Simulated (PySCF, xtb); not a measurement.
BF2, SMILES F[B]F, multiplicity 2.

Harmonic wavenumbers (cm⁻¹) from GFN2-xTB (xtb) at its own minimum, in rising order: 477, 1195, 1252.

What does PBE-D3(BJ)/def2-TZVP in PySCF give at its own minimum? (Estimate from the structure and the level; the computed values follow.)

502, 1124, 1385. Paired by order, the mean absolute difference is 76 cm⁻¹ and the zero-point energies are 4.2 and 4.3 kcal/mol.
